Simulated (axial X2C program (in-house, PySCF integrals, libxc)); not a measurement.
Values are calculated unless marked as measured or tabulated.
AlHf: input and output

Program: an in-house all-electron X2C program for linear molecules (integrals from PySCF).

Input file and command:
```json
{"zs": [72, 13], "q": 0, "bas": ["dyall-cv3z", "dyall-v3z"], "levels": ["PBE0", "HF", "r2SCAN0"], "cc": true, "r0": 2.78, "thr": -1.0, "nmax": 90, "npts": 10, "nst": 2, "ntry": 6}
```
```bash
python so2c.py task.json out
```

Keys: zs atomic numbers; q charge; bas basis sets; levels methods; cc coupled cluster on or off; r0 starting distance in Å; thr threshold in hartree for freezing inner shells (an s shell follows its p shell); nmax most natural virtual spinors; npts points on the curve; nst determinants followed; ntry starts of the search. HF also brings MP2.

Output of the HF step, spin-free, at R = 2.649 Å for the state M_S = 3/2, Λ = 0. It starts from PBE0 orbitals of this distance.

```
spin-free X2C-1e  HF
basis functions 234  fitting functions 1222  grid points 5082
iter        total energy     max residual
   1     -15315.873195573     8.25e-01
   2     -15315.921332850     3.25e-02
   3     -15315.922660648     4.28e-02
   4     -15315.929766535     2.90e-03
   5     -15315.931465458     2.45e-03
   6     -15315.933115044     1.91e-03
   7     -15315.934255629     1.68e-03
   8     -15315.934857328     1.06e-03
   9     -15315.935066091     5.59e-04
  10     -15315.935129827     1.95e-04
  11     -15315.935141201     1.66e-04
  12     -15315.935143732     7.76e-05
  13     -15315.935144795     5.90e-05
  14     -15315.935145279     4.29e-05
  15     -15315.935145585     2.99e-05
  16     -15315.935145720     1.29e-05
  17     -15315.935145744     2.87e-06
  18     -15315.935145745     1.00e-06
converged
one-electron -21408.87973177  Coulomb 6232.12042181  exact exchange -326.15577895  xc functional 0.00000000  nuclear repulsion 186.97994316
correlated 7  virtual 289  natural virtual 89  E(MP2) -0.108566266  MP2 remainder -0.004286197
iter   CCSD correlation   residual
   1     -0.120661362   1.64e-01
   2     -0.130895714   8.82e-02
   3     -0.133714484   4.40e-02
   4     -0.135552861   2.66e-02
   5     -0.136276306   1.28e-02
   6     -0.136370517   4.93e-03
   7     -0.136435918   2.12e-03
   8     -0.136425857   9.03e-04
   9     -0.136423870   4.04e-04
  10     -0.136424427   1.64e-04
  11     -0.136425508   8.30e-05
  12     -0.136426053   4.04e-05
  13     -0.136426239   2.19e-05
  14     -0.136426358   1.17e-05
  15     -0.136426546   6.66e-06
  16     -0.136426727   3.75e-06
  17     -0.136426810   1.93e-06
  18     -0.136426847   1.00e-06
  19     -0.136426852   4.49e-07
(T) -0.009823348  T1 0.1046  D1 0.1834  max T2 0.077
```
Energies are in hartree; totals compare only within one Hamiltonian and basis. T1 is large, a sign of multireference character or of a spin-contaminated reference. T1 in the output is the amplitude norm over the root of the electron number; divide by √2 for the Lee–Taylor value. The determinant is spin-polarised beyond a pure state at some levels (its spin-free form has ⟨S²⟩ too high), which makes Re and μ there less reliable.
